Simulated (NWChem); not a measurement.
Program: NWChem. System: ITl, charge -1, spin multiplicity 2, at the geometry of a parent with another charge or spin, in a state set for the comparison that need not be this species' ground state. Its SCF solution wasn't tested for a lower state. Level: UMP2/def2-TZVPD with def2 effective core potentials on I, Tl, 8 core orbitals frozen.

Output (cleaned and shortened):

```
             Northwest Computational Chemistry Package (NWChem) 7.3.0
             --------------------------------------------------------

                                NWChem Input Module
                                -------------------

 Scaling coordinates for geometry "geometry" by  1.889725989
 (inverse scale =  0.529177249)

 Turning off AUTOSYM since
 SYMMETRY directive was detected!

                             Geometry "geometry" -> ""
                             -------------------------

 Output coordinates in angstroms (scale by  1.889725989 to convert to a.u.)

  No.       Tag          Charge          X              Y              Z
 ---- ---------------- ---------- -------------- -------------- --------------
    1 Tl                  81.0000     0.00000000     0.00000000    -1.14595000
    2 I                   53.0000     0.00000000     0.00000000     1.75135800

 Effective nuclear repulsion energy (a.u.)     784.0926577208

            Nuclear Dipole moment (a.u.)
            ----------------------------
        X                 Y               Z
 ---------------- ---------------- ----------------
     0.0000000000     0.0000000000     0.0000453534

      Symmetry information
      --------------------

 Group name             C2v
 Group number             16
 Group order               4
 No. of unique centers     2

      Symmetry unique atoms

     1    2


 Summary of "ao basis" -> "" (spherical)
 ------------------------------------------------------------------------------
       Tag                 Description            Shells   Functions and Types
 ---------------- ------------------------------  ------  ---------------------
 *                         def2-tzvpd                 on all atoms

 Summary of "ao basis" -> "ao basis" (spherical)
 ------------------------------------------------------------------------------
       Tag                 Description            Shells   Functions and Types
 ---------------- ------------------------------  ------  ---------------------
 Tl                        def2-tzvpd               18       56   7s5p4d2f
 I                         def2-tzvpd               19       59   7s6p4d2f

                                 NWChem SCF Module
                                 -----------------

  ao basis        = "ao basis"
  functions       =   115
  atoms           =     2
  alpha electrons =    24
  beta  electrons =    23
  charge          =  -1.00
[...]
     2   0 2 0    -44.473663    -24.448518    -20.025145      0.000000
     2   0 1 1      0.000000      0.000000      0.000000      0.000000
     2   0 0 2    -59.960112   -221.993729   -210.280551    372.314168

                   NWChem MP2 Semi-direct Energy/Gradient Module
                   ---------------------------------------------

  Basis functions       =    115
  Molecular orbitals    =    115
  Frozen core           =      8
  Frozen virtuals       =      0
  Active alpha occupied =     16
  Active beta occupied  =     15
  Active alpha virtual  =     91
  Active beta virtual   =     92
  Use MO symmetry       = T
  Use skeleton AO sym   = T

  AO/Fock/Back tols     =   1.0D-09  1.0D-09  1.0D-09

 GA uses MA = F    GA memory limited = T

 Available:
  local mem=  1.26D+08
 global mem=  1.44D+08
 local disk=  0.00D+00
  mp2_memr nvloc                    91
  nvloc new                    91
   1 passes of  16:        5242880                      99749                  32428003.
   1 passes of  16: M    126140122           G      144152750           F     120897242.

 Semi-direct pass number   1 of   1  for UHF alpha       at        7.3s
  vrange nnbf                  6546
  mp2_eaftype                   123  avail_ma_in_mb                  1099
 EAF : mp2_eaftype filesize         123   16214002.
  mp2_eaf for mointskh                    123
Node 0 wrote     76.2 Mb in      0.1 s     Agg I/O rate:  1006.8 Mb/s
 Done moints_semi at       15.4s
  mp2_eaftype                   123  avail_ma_in_mb                   976
 EAF : mp2_eaftype filesize         123   16214002.
  mp2_eaf for kh                   123
 Done maket at       15.9s
 Done multipass loop at       15.9s

 GA uses MA = F    GA memory limited = T

 Available:
  local mem=  1.26D+08
 global mem=  1.44D+08
 local disk=  0.00D+00
  mp2_memr nvloc                    92
  nvloc new                    92
   1 passes of  15:        5242880                      95951                  30736517.
   1 passes of  15: M    126140122           G      144152750           F     120897242.

 Semi-direct pass number   1 of   1  for UHF beta        at       16.0s
  vrange nnbf                  6546
  mp2_eaftype                   117  avail_ma_in_mb                  1099
 EAF : mp2_eaftype filesize         117   15368258.
  mp2_eaf for mointskh                    117
Node 0 wrote     72.3 Mb in      0.0 s     Agg I/O rate:  2773.4 Mb/s
 Done moints_semi at       25.3s
  mp2_eaftype                   117  avail_ma_in_mb                   982
 EAF : mp2_eaftype filesize         117   15368258.
  mp2_eaf for kh                   117
 Done maket at       25.6s
 Done multipass loop at       25.6s

          -------------------------------------------
          SCF energy                -468.272518800814
          Correlation energy          -0.866177177632
          Singlet pairs                0.000000000000
          Triplet pairs                0.000000000000
          Total MP2 energy          -469.138695978446
          -------------------------------------------

          ---------------------------------------------------
                    Spin Component Scaled (SCS) MP2
          Same spin pairs                     -0.318025689551
          Same spin scaling factor             0.333333333333
          Opposite spin pairs                 -0.548151488081
          Opposite spin scaling fact.          1.200000000000
          SCS-MP2 correlation energy          -0.763790348881
          Total SCS-MP2 energy              -469.036309149695
          ---------------------------------------------------

 -----------------------
 Performance information
 -----------------------

 Timer overhead =  1.83D-07 seconds/call

               Nr. of calls         CPU time (s)                 Wall time (s)                GFlops
             ---------------    -------------------     ------------------------------   -------------------
Name         Min   Avg   Max    Min     Avg     Max     Min     Avg     Max   Mx/calls   Min     Max     Sum
mp2: moin     2     2     2    17.     17.     17.      17.     17.     17.     8.7      0.0     0.0     0.0
mp2: make     2     2     2   0.81    0.81    0.81     0.81    0.81    0.81    0.40      0.0     0.0     0.0
mp2: tota     1     1     1    18.     18.     18.      18.     18.     18.     18.      0.0     0.0     0.0

 The average no. of pstat calls per process was 5.00D+00
 with a timing overhead of 9.16D-07s

 Task  times  cpu:       25.6s     wall:       25.6s

 Total times  cpu:       25.7s     wall:       25.7s
```

Problem. Write an NWChem input that would produce this output.

Solution. One answer among several that fit: 
```
start mol
memory heap 200 mb stack 900 mb global 1100 mb
charge -1
geometry units angstroms nocenter noautoz
  Tl     0.000000     0.000000    -1.145950
  I      0.000000     0.000000     1.751358
  symmetry group C2v
end
basis spherical
  * library def2-tzvpd
end
ecp
  I library def2-ecp
  Tl library def2-ecp
end
scf
  uhf
  nopen 1
  maxiter 100
  thresh 1e-7
  semidirect memsize 60000000 filesize 0
  # guess.movecs holds the orbitals of an unrestricted PBE0 run
  vectors input guess.movecs output mol.movecs
end
mp2
  freeze core 8
end
task mp2 energy
```
